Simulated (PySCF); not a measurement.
# Electron correlation in Pd (palladium, neutral)

[Kr] 4d9 5s1, high-spin 3D determinant (an excited configuration). Calculation: PySCF 2.14, in ANO-RCC-VTZP (7s6p4d2f1g, 68 functions); scalar relativity by spin-free X2C-1e. Frozen: [Kr]; 10 electrons correlated.

```csv
level,correlation energy (mhartree)
CCSD,-306.17
(T),-12.53
CCSD(T),-318.70
```

Diagnostics: T1 = 0.016, D1 = 0.0660, largest double amplitude 0.031.

Cost of the coupled-cluster step: roughly 6 core-seconds, for 10 correlated electrons.
